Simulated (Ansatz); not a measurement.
Cartesian coordinates in Å:
```
N -0.014 1.127 -1.414
Ge -0.007 0.030 0.055
N -1.218 0.837 1.162
N -0.592 -1.708 0.022
N 1.739 -0.069 0.562
H 0.538 0.810 -2.197
H -0.937 1.381 -1.738
H -1.322 0.373 2.054
H -1.025 1.815 1.328
H -0.098 -2.322 -0.608
H -1.586 -1.809 -0.126
H 2.111 -0.966 0.824
H 2.411 0.500 0.077
```

The species carries charge 0 and has multiplicity 1.

List the r2SCAN/def2-TZVPP orbital energies in eV (Ansatz 0.2.0). (An estimate is asked.)

Computed: Occupied: -10834.03, -1349.00, -1199.06, -1199.05, -1199.04, -384.52, -384.52, -384.41, -384.40, -167.35, -117.07, -117.04, -117.02, -30.44, -30.41, -30.41, -30.30, -30.28, -22.36, -21.43, -21.33, -21.20, -13.40, -12.18, -12.14, -12.05, -11.49, -9.73, -9.70, -9.01, -6.96, -6.23, -5.78, -5.75. Lowest empty: 0.27, 1.75, 1.78, 1.90, 2.89, 3.06, 3.33, 3.33.
